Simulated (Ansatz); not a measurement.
`[NH2][Hf]([NH2])([Cl])[Cl]` + H–F → `[NH2][Hf]([F])([Cl])[Cl]` + NH₃ at 400 K and 1 bar (ligand exchange at the Hf–N bond).

Program: Ansatz. Geometries: PBE0-D4/def2-TZVP. ΔE: electronic, gas phase. CCSD(T)/CBS adds triple-zeta CCSD(T) − MP2 to the extrapolated MP2 energy (def2 sets, frozen cores). This one scheme is used for every species. Elements past krypton have def2 core potentials. For Hf outer-core shells are correlated without core-valence functions, which leaves a few kJ/mol of doubt a bond. Each species was taken in one conformer, which may not be the lowest.

```
                     species  CCSD(T)/CBS energy (Eh)  H − E (kJ/mol)  S (J/(mol·K))
`[NH2][Hf]([NH2])([Cl])[Cl]`              -1079.51429           175.7          447.5
                         H–F               -100.39570            36.5          182.2
  `[NH2][Hf]([F])([Cl])[Cl]`              -1123.44141           111.6          427.2
                         NH₃                -56.50880           104.2          203.1
```

H − E and S are ideal-gas, rigid-rotor, harmonic terms from PBE0-D4/def2-TZVP, for one conformer and one mirror image of each species. 1 Eh = 2625.50 kJ/mol, R = 8.31446 J/(mol·K).

Question: By hand: ΔE, ΔH, ΔS and ΔG.

Answer: ΔE = (-1123.44141) + (-56.50880) − (-1079.51429) − (-100.39570) = -0.04022 Eh = -105.6 kJ/mol. Δ(H − E) = 111.6 + 104.2 − 175.7 − 36.5 = 3.6, so ΔH = -102.0 kJ/mol. ΔS = 427.2 + 203.1 − 447.5 − 182.2 = 0.6 J/(mol·K). ΔG = -102.0 − 400 × (0.6)/1000 = -102.2 kJ/mol.

Question: By hand: the equilibrium constant, and the temperature at which ΔG would vanish if ΔH and ΔS stayed fixed.

Answer: log₁₀ K = −ΔG/(RT ln 10) = 13.3. ΔH and −TΔS have one sign here, so there is no such temperature.

The number of gas molecules stays the same, so ΔS is small and ΔH decides. A doubt of 5 kJ/mol in ΔE shifts log₁₀ K by 0.7 here. Other conformers and mirror images would add mixing entropy, several J/(mol·K) or more a flexible species. These are equilibria of isolated gas molecules and say nothing of rates. Largest T1 diagnostic: 0.014 (customary marks: 0.02 for closed shells, 0.045 for open ones).

ΔS is within the doubt of such terms, so its sign, and with it that verdict, could turn.
